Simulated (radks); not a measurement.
All-electron atom: the iodine ion I+ in [Kr] 4d10 5s2 5p4 (the NIST ground configuration).

Method: scalar-relativistic Kohn-Sham, BLYP, spin-polarised, spherical densities, finite nucleus; open shells are filled with parallel spins first (spin-orbit coupling, left out, can overturn this in heavy ions); Fermi nuclear charge, rms radius 4.75 fm; computed with a radial shooting solver on a logarithmic mesh with Libxc functionals.

Energy parts (eV):
total: -193648.506
kinetic: 203259.969
electron-nucleus: -468048.783
Hartree: 76076.694
exchange-correlation: -4936.387

Orbitals (lengths in bohr, moments of r in powers of bohr):
| orbital | occ. | eigenvalue (eV) | <r^4> | <r^2> | <1/r> |
|---|---|---|---|---|---|
| 1s up | 1 | -32996.73 | 2.642e-06 | 0.001005 | 56.83 |
| 1s down | 1 | -32996.66 | 2.642e-06 | 0.001005 | 56.83 |
| 2s up | 1 | -5106.130 | 0.0004502 | 0.01619 | 13.02 |
| 2s down | 1 | -5106.097 | 0.0004502 | 0.01619 | 13.02 |
| 2p up | 3 | -4584.497 | 0.0003254 | 0.01282 | 12.46 |
| 2p down | 3 | -4584.439 | 0.0003254 | 0.01282 | 12.46 |
| 3s up | 1 | -1037.785 | 0.01934 | 0.1128 | 4.667 |
| 3s down | 1 | -1037.724 | 0.01934 | 0.1128 | 4.667 |
| 3p up | 3 | -868.7488 | 0.02032 | 0.1130 | 4.437 |
| 3p down | 3 | -868.6791 | 0.02032 | 0.1130 | 4.437 |
| 3d up | 5 | -615.4124 | 0.01775 | 0.09860 | 4.200 |
| 3d down | 5 | -615.3457 | 0.01775 | 0.09859 | 4.200 |
| 4s up | 1 | -189.8056 | 0.5637 | 0.6185 | 1.888 |
| 4s down | 1 | -189.6599 | 0.5630 | 0.6183 | 1.888 |
| 4p up | 3 | -136.8102 | 0.7804 | 0.7151 | 1.728 |
| 4p down | 3 | -136.6613 | 0.7773 | 0.7143 | 1.728 |
| 4d up | 5 | -59.5943 | 1.711 | 0.9965 | 1.440 |
| 4d down | 5 | -59.3691 | 1.676 | 0.9890 | 1.444 |
| 5s up | 1 | -26.6308 | 26.13 | 4.157 | 0.6783 |
| 5s down | 1 | -25.3987 | 26.46 | 4.160 | 0.6815 |
| 5p up | 3 | -15.7035 | 59.14 | 6.111 | 0.5555 |
| 5p down | 1 | -14.4688 | 64.60 | 6.316 | 0.5505 |

The highest occupied level is 5p down at -14.469 eV. The density falls to 0.001 e/bohr^3 at r = 4.20 bohr. Spin moment in Bohr magnetons: 2.
